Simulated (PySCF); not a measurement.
dibromo(difluoro)methane (CBr2F2), SMILES C(F)(Br)(F)Br.

Geometry optimised at PBE0-D3(BJ)/def2-SVP.

Two levels are set side by side: PBE/def2-TZVP (PySCF) and ωB97X/def2-TZVP (PySCF). Same geometry, gas phase. Differences are taken from unrounded values.

| quantity | PBE |
|---|---|
| orbital gap (eV) | 4.60 |
| highest occupied level (eV) | -7.24 |
| lowest empty level (eV) | -2.64 |
| dipole moment (D) | 0.24 |
| mean polarisability (bohr³) | 54.1 |

These are the PBE values. What does ωB97X give? (The exact figures need the calculation; the answer reports its results.)


```json
[
 {"quantity": "orbital gap (eV)", "ωB97X": "11.49", "PBE minus ωB97X": "-6.89"},
 {"quantity": "highest occupied level (eV)", "ωB97X": "-10.94", "PBE minus ωB97X": "3.69"},
 {"quantity": "lowest empty level (eV)", "ωB97X": "0.55", "PBE minus ωB97X": "-3.19"},
 {"quantity": "dipole moment (D)", "ωB97X": "0.42", "PBE minus ωB97X": "-0.18"},
 {"quantity": "mean polarisability (bohr³)", "ωB97X": "51.8", "PBE minus ωB97X": "2.3"}
]
```

PBE's occupied levels lie high since its potential decays too fast outside the molecule; exact exchange lowers them and widens the gap. PBE's more diffuse valence density responds more strongly to a field. Differences between two approximate levels are no errors against the true value.

Rough cost on one machine, each run with all the roots and properties that it gave: ωB97X against PBE within a factor of 2.
